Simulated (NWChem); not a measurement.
Molecule: C$_{2}$H$_{3}$BF$_{2}$O; SMILES C(B(F)F)C=O

```xyz
9

O      0.0082     1.6658    -0.9876
C     -0.0035     1.6805     0.2250
C     -0.0078     0.4246     1.0732
B     -0.0007    -0.8450     0.1337
F     -1.1289    -1.4061    -0.2737
F      1.1334    -1.4040    -0.2597
H     -0.0118     2.6439     0.7786
H      0.8674     0.4583     1.7375
H     -0.8902     0.4568     1.7278
```
Atoms are numbered in this order, from 1.

Computed with NWChem. Medium grid unless said otherwise, to which SCAN and Minnesota functionals are sensitive. Geometry: optimised at B3LYP/6-31G* (spherical d).

Task: Order these by “highest occupied level (eV)”, lowest first: PBE/def2-TZVP; Hartree-Fock/def2-TZVP; B3LYP/def2-TZVP; M06-2X/def2-TZVP.

Result: Hartree-Fock/def2-TZVP (-12.13), M06-2X/def2-TZVP (-9.67), B3LYP/def2-TZVP (-7.80), PBE/def2-TZVP (-6.39)
